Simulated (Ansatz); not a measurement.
The lowest singlet and triplet of CH4Si (SMILES C=[SiH2]); geometries from B3LYP-D3(BJ)/def2-TZVP, each state relaxed from the structure named, with no frequency check.
Singlet (charge 0, multiplicity 1):
```json
[
 {"atom": "C", "x (Å)": "-1.1507", "y (Å)": "-0.0547", "z (Å)": "-0.0063"},
 {"atom": "Si", "x (Å)": "0.5483", "y (Å)": "0.0261", "z (Å)": "0.0030"},
 {"atom": "H", "x (Å)": "-1.7706", "y (Å)": "0.8303", "z (Å)": "-0.0678"},
 {"atom": "H", "x (Å)": "-1.6844", "y (Å)": "-0.9947", "z (Å)": "0.0488"},
 {"atom": "H", "x (Å)": "1.4000", "y (Å)": "-1.1728", "z (Å)": "0.0864"},
 {"atom": "H", "x (Å)": "1.2833", "y (Å)": "1.3004", "z (Å)": "-0.0716"}
]
```
Triplet (charge 0, multiplicity 3):
```xyz
6

C     -1.214    -0.107     0.150
Si     0.595     0.088    -0.153
H     -1.971     0.189    -0.566
H     -1.606    -0.532     1.071
H      1.302    -1.223    -0.128
H      1.230     0.979     0.858
```

A positive gap puts the triplet lower; no zero-point energy. R- takes a restricted singlet. U- takes an unrestricted singlet (broken symmetry where lower, unprojected). The triplet is unrestricted in single-reference levels. Active spaces average the two states.

Correlated levels freeze the cores.

The values were computed with Ansatz (a quantum-chemistry and plane-wave program). Each number belongs to the level named beside it.

```json
[
 {"level": "R-HF/cc-pV(T+d)Z", "gap E(singlet) − E(triplet), adiabatic (kcal/mol)": "-10.06"},
 {"level": "R-SVWN5/def2-TZVPP", "gap E(singlet) − E(triplet), adiabatic (kcal/mol)": "-43.52"},
 {"level": "R-PBE/def2-TZVPP", "gap E(singlet) − E(triplet), adiabatic (kcal/mol)": "-35.95"},
 {"level": "U-MP2/cc-pV(D+d)Z (spin-contaminated)", "gap E(singlet) − E(triplet), adiabatic (kcal/mol)": "-29.27"},
 {"level": "R-CCSD/cc-pV(D+d)Z", "gap E(singlet) − E(triplet), adiabatic (kcal/mol)": "-33.03"},
 {"level": "R-CCSD/cc-pV(T+d)Z", "gap E(singlet) − E(triplet), adiabatic (kcal/mol)": "-33.98"},
 {"level": "U-CCSD(T)/cc-pV(D+d)Z (spin-contaminated)", "gap E(singlet) − E(triplet), adiabatic (kcal/mol)": "-35.17"},
 {"level": "SA-CASSCF(2,2)/cc-pV(D+d)Z", "gap E(singlet) − E(triplet), adiabatic (kcal/mol)": "-26.13"},
 {"level": "SC-NEVPT2 on SA-CASSCF(2,2)/cc-pV(D+d)Z", "gap E(singlet) − E(triplet), adiabatic (kcal/mol)": "…"}
]
```

### Question
Fill in the missing entries.

### Answer

- SC-NEVPT2 on SA-CASSCF(2,2)/cc-pV(D+d)Z, gap E(singlet) − E(triplet), adiabatic (kcal/mol): -38.51

Doubts at one or more of the structures used: a restricted determinant that unrestricted orbitals would lower (R-HF/cc-pV(T+d)Z, R-CCSD/cc-pV(D+d)Z, R-CCSD/cc-pV(T+d)Z); T1 above 0.05 (U-CCSD(T)/cc-pV(D+d)Z (spin-contaminated)).
